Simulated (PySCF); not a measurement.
## LaF3(NH3) at several levels of theory

Computed with PySCF 2.14.0 (density fitting, no spin-orbit coupling) at the geometry relaxed with BP86:

```xyz
8
LaF3(NH3) (singlet)
La    0.1151   -0.1151    0.1151
F     1.2121    1.3854    1.2121
F    -1.3854   -1.2121    1.2121
F     1.2121   -1.2121   -1.3854
N    -1.4589    1.4589   -1.4589
H    -2.0808    2.0808   -0.9184
H    -0.9184    2.0808   -2.0808
H    -2.0808    0.9184   -2.0808
```

```csv
level,basis,state,HOMO (eV),gap (eV),charge on La1 (e),population of f-type functions on La1 (polarisation alone where 4f lies in the core),dipole about the centre of mass (D),largest force component (eV/Å)
BP86,"La lcecp-1-SVP with ECP46, F def2-SVP, N def2-SVP, H def2-SVP",singlet,-7.20,5.70,1.08,0.11,6.77,0.02
HF,the same,singlet,-14.01,14.99,1.80,0.09,7.29,0.83
PBE0,the same,singlet,-9.01,8.03,1.29,0.11,6.95,0.27
revPBE,the same,singlet,-7.05,5.44,1.08,0.11,6.73,0.10
CAM-B3LYP,the same,singlet,-10.46,10.10,1.26,0.11,6.98,0.27
BP86,"La x2c-SVPall, F x2c-SVPall, N x2c-SVPall, H x2c-SVPall",singlet,-7.21,5.75,1.04,0.26,6.62,0.41
```

In the lcecp rows the 4f levels are missing from HOMO and gap, and the state counts the valence alone.

Charges are Mulliken's, which hang on the basis. The relaxation used the grid (50, 194), these runs (75, 302) or, all-electron (x2c bases, spin-free X2C Hamiltonian), (99, 590).

**Question.** What does BP86 with La lcecp-1-TZVP with ECP46, F def2-TZVP, N def2-TZVP, H def2-TZVP give here?

**Answer.** state singlet, HOMO (eV) -7.50, gap (eV) 5.79, charge on La1 (e) 1.55, population of f-type functions on La1 (polarisation alone where 4f lies in the core) 0.15, dipole about the centre of mass (D) 6.76, largest force component (eV/Å) 0.28. Time: 19 s on 2 threads of Arm Neoverse V1 (shared host), from free ions and atoms.

In the first row's basis the gap widens with exact exchange: 5.4 to 5.7 eV for revPBE, BP86 (none); 8.0 eV for PBE0 (a fixed share); 10.1 to 15.0 eV for CAM-B3LYP, Hartree–Fock (rising or full at long range).
